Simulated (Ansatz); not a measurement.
`BN1[SiH2][SiH]1Cl` + H₂ → BH₃ + `Cl[SiH]1N[SiH2]1` at 700 K and 1 bar (hydrogenolysis of a B–N bond).

Computed with Ansatz on PBE0-D4/def2-TZVP structures; ΔE is electronic, products minus reactants. CCSD(T)/CBS is the MP2 limit (def2-TZVPP, def2-QZVPP) plus CCSD(T) − MP2 in def2-TZVPP, frozen cores. This one scheme is used for every species.

```json
{"species": "`BN1[SiH2][SiH]1Cl`", "CCSD(T)/CBS energy (Eh)": "-1120.50903", "H − E (kJ/mol)": "225.9", "S (J/(mol·K))": "477.2"}
{"species": "H₂", "CCSD(T)/CBS energy (Eh)": "-1.17544", "H − E (kJ/mol)": "46.8", "S (J/(mol·K))": "155.3"}
{"species": "BH₃", "CCSD(T)/CBS energy (Eh)": "-26.55200", "H − E (kJ/mol)": "96.5", "S (J/(mol·K))": "225.0"}
{"species": "`Cl[SiH]1N[SiH2]1`", "CCSD(T)/CBS energy (Eh)": "-1095.09347", "H − E (kJ/mol)": "179.9", "S (J/(mol·K))": "419.8"}
```

H − E and S are ideal-gas, rigid-rotor, harmonic terms from PBE0-D4/def2-TZVP, for one conformer and one mirror image of each species. The MP2-based limit puts H₂ 0.8 mEh under its directly extrapolated value; such offsets cancel only in part. 1 Eh = 2625.50 kJ/mol, R = 8.31446 J/(mol·K).

**Question.** By hand: ΔE, ΔH, ΔS and ΔG.

**Answer.** ΔE = (-26.55200) + (-1095.09347) − (-1120.50903) − (-1.17544) = 0.03900 Eh = 102.4 kJ/mol. Δ(H − E) = 96.5 + 179.9 − 225.9 − 46.8 = 3.7, so ΔH = 106.1 kJ/mol. ΔS = 225.0 + 419.8 − 477.2 − 155.3 = 12.3 J/(mol·K). ΔG = 106.1 − 700 × (12.3)/1000 = 97.5 kJ/mol.

**Question.** By hand: the equilibrium constant, and the temperature at which ΔG would vanish if ΔH and ΔS stayed fixed.

**Answer.** log₁₀ K = −ΔG/(RT ln 10) = -7.3. ΔG = 0 at ΔH/ΔS = 8626 K, far beyond where these terms or the molecules hold.

The number of gas molecules stays the same, so ΔS is small and ΔH decides. A doubt of 5 kJ/mol in ΔE shifts log₁₀ K by 0.4 here. Other conformers and mirror images would add mixing entropy, several J/(mol·K) or more a flexible species. These are equilibria of isolated gas molecules and say nothing of rates. Largest T1 diagnostic: 0.013 (customary marks: 0.02 for closed shells, 0.045 for open ones).
